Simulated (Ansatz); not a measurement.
The same molecule with X = B, Al, Ga, In. Ansatz, PBE0-D4/def2-TZVP geometries, multiplicity 1.

Elements past krypton have def2 core potentials. Scalar relativity is left out up to krypton.

```tsv
X	molecule	mean X–Cl bond length / Å	mean X–H bond length / Å	ideal-gas entropy at 298 K and 1 bar (rigid rotor, harmonic PBE0-D4/def2-TZVP) / J/(mol·K)	LUMO energy (B3LYP/def2-TZVPP) / eV	size of the dipole moment (ωB97M-V/def2-TZVPP) / D
Al	`[Cl][AlH][Cl]`	2.082	1.563	289	-1.63	1.00
Ga	`[Cl][GaH][Cl]`	2.128	1.545	300	-1.99	1.72
In	`[Cl][InH][Cl]`	2.312	1.694	313	-2.23	2.56
```

Problem. Give the row for X = B, `ClBCl`. (An estimate is asked.)

Solution. Ansatz gave: 
| X | molecule | mean X–Cl bond length / Å | mean X–H bond length / Å | ideal-gas entropy at 298 K and 1 bar (rigid rotor, harmonic PBE0-D4/def2-TZVP) / J/(mol·K) | LUMO energy (B3LYP/def2-TZVPP) / eV | size of the dipole moment (ωB97M-V/def2-TZVPP) / D |
| --- | --- | --- | --- | --- | --- | --- |
| B | `ClBCl` | 1.734 | 1.187 | 268 | -1.92 | 0.45 |

From B to In the mean X–Cl bond length rises at each step, by 0.578 Å in all; the mean X–H bond length isn't monotonic: highest at In, lowest at B; the ideal-gas entropy at 298 K and 1 bar (rigid rotor, harmonic PBE0-D4/def2-TZVP) rises at each step, by 45 J/(mol·K) in all; the LUMO energy (B3LYP/def2-TZVPP) isn't monotonic: highest at Al, lowest at In. Bonds lengthen as the atom grows down the group. Dipoles are sizes alone, and their direction can turn along the series.

B3LYP here is the variant with VWN-RPA as its local correlation; programs differ in this.
